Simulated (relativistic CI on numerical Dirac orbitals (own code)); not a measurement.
What each ingredient does to the levels of Pm XXXIV

Base calculation: Dirac-Coulomb-Breit CI, separate exchange-only KLI orbitals for each configuration, model QED, unscaled Slater integrals.

Configurations in the expansion (outside the closed core [Ne]): 3s2 3p6 3d10, 3s2 3p6 3d9 4s, 3s2 3p6 3d9 4p, 3s2 3p6 3d9 4d, 3s2 3p5 3d10 4s, 3s2 3p6 3d9 4f, 3s2 3p5 3d10 4p, 3s2 3p6 3d8 4s2, 3s2 3p6 3d8 4s 4p, 3s2 3p5 3d10 4d, 3s2 3p6 3d9 5s, 3s 3p6 3d10 4s, 3s2 3p6 3d8 4p2, 3s2 3p6 3d9 5p, 3s2 3p6 3d8 4s 4d, 3s2 3p5 3d10 4f, 3s2 3p6 3d9 5d, 3s 3p6 3d10 4p, 3s2 3p6 3d8 4p 4d, 3s2 3p5 3d9 4s2, 3s2 3p6 3d9 5f, 3s2 3p6 3d9 5g, 3s2 3p5 3d9 4s 4p, 3s2 3p6 3d8 4d2, 3s 3p6 3d10 4d, 3s2 3p5 3d9 4p2, 3s2 3p6 3d9 6s, 3s2 3p5 3d9 4s 4d, 3s2 3p6 3d9 6p, 3s 3p6 3d9 4s2, 3s2 3p5 3d10 5s, 3s2 3p6 3d9 6d, 3s 3p6 3d10 4f, 3s2 3p5 3d9 4p 4d, 3s2 3p5 3d10 5p, 3s2 3p4 3d10 4s2. Levels of other configurations are missing.

Variants: (1) valence Slater integrals scaled by 0.9; (2) one mean potential for all configurations. Shifts of the energy above 3s2 3p6 3d10 1S_0, in eV, for the lowest level and the first level of each name with at least 55 % of one term (blank where a level changes its place among those of its configuration and J or its character, or is not in the variant):

| Level | Base | Δ(1) | Δ(2) |
| --- | --- | --- | --- |
| 3s2 3p6 3d10 1S_0 | 0.00 | 0.00 | 0.00 |
| 3s2 3p6 3d9 4s 3D_3 | 887.16 | -0.08 | -0.22 |
| 3s2 3p6 3d9 4s 1D_2 | 888.52 | -0.22 | -0.23 |
| 3s2 3p6 3d9 4s 3D_1 | 912.55 | -0.09 | -0.20 |
| 3s2 3p6 3d9 4s 3D_2 | 913.50 | -0.21 | -0.20 |
| 3s2 3p6 3d9 4p 3P°_2 | 954.36 | +0.02 | -0.21 |
| 3s2 3p6 3d9 4p 3F°_2 | 979.94 | -0.06 | -0.18 |
| 3s2 3p6 3d9 4p 3F°_4 | 991.07 | -0.01 | -0.19 |
| 3s2 3p6 3d9 4p 1P°_1 | 993.46 | -0.23 | -0.21 |
| 3s2 3p6 3d9 4p 3D°_3 | 994.93 | -0.41 | -0.19 |
| 3s2 3p6 3d9 4p 3P°_0 | 1013.81 | +0.29 | -0.17 |
| 3s2 3p6 3d9 4d 3S_1 | 1094.48 | +0.59 | -0.23 |
| 3s2 3p6 3d9 4d 1P_1 | 1104.40 | +0.14 | -0.22 |
| 3s2 3p6 3d9 4d 3G_5 | 1105.38 | +0.06 | -0.22 |
| 3s2 3p6 3d9 4d 3D_3 | 1108.21 | -0.21 | -0.22 |
| 3s2 3p6 3d9 4d 3F_4 | 1109.60 | -0.36 | -0.22 |
| 3s2 3p6 3d9 4d 3P_0 | 1114.82 | -0.15 | -0.19 |
| 3s2 3p6 3d9 4d 3G_3 | 1123.76 | -0.03 | -0.20 |
| 3s2 3p6 3d9 4d 3F_2 | 1127.95 | -0.44 | -0.21 |
| 3s2 3p6 3d9 4d 1S_0 | 1160.05 | -4.29 | +0.52 |
| 3s2 3p5 3d10 4s 3P°_2 | 1206.46 | -0.13 | -0.32 |
| 3s2 3p5 3d10 4s 1P°_1 | 1208.84 | -0.35 | -0.31 |

At this charge energies of transitions that change n are usually good to better than 1 %, and those within a shell (Δn = 0) to a few per cent.

Ionisation energy from the two ground configurations alone: base 2251.04 eV. The NIST ASD value (theoretical) is 2251 eV.

LS names give the leading component of a level, which can be under half, so a name can repeat, a term be missing and a line seem to break the LS rules.
